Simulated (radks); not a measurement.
Values are calculated unless marked as measured or tabulated.
Polarisability of the iodine ion I3+, [Kr] 4d10 5s2 5p2, at imaginary frequency. Level of theory: non-relativistic Kohn-Sham, LDA (Slater exchange, VWN5 correlation), spin-polarised, spherical densities, point nucleus; open shells are filled with parallel spins first (spin-orbit coupling, left out, can overturn this in heavy ions); relativity is left out, which matters for an element this heavy (a radial shooting solver on a logarithmic mesh with Libxc functionals). Response by self-consistent Sternheimer equations with the Hartree and adiabatic LDA kernel.

| w (hartree) | alpha1(iw) (bohr^3) |
|---|---|
| 0.00266 | 10.67 |
| 0.0143 | 10.66 |
| 0.0360 | 10.63 |
| 0.0697 | 10.53 |
| 0.118 | 10.29 |
| 0.186 | 9.779 |
| 0.280 | 8.877 |
| 0.413 | 7.508 |
| 0.605 | 5.786 |
| 0.892 | 4.036 |
| 1.35 | 2.585 |
| 2.12 | 1.536 |
| 3.59 | 0.8016 |
| 6.94 | 0.3113 |
| 17.5 | 0.07112 |

Static values: alpha1 = 10.67 bohr^3 (1.581 angstrom^3; uncoupled 19.00). C6 = 60.43, triple-dipole C9 = 451.3 atomic units. One-pole (London) frequency 4 C6 / (3 alpha1^2) = 0.708 hartree, against 1.291 for minus the highest occupied eigenvalue. The dipole shielding factor is 0.943, as the force sum rule N/Z = 0.943 demands.
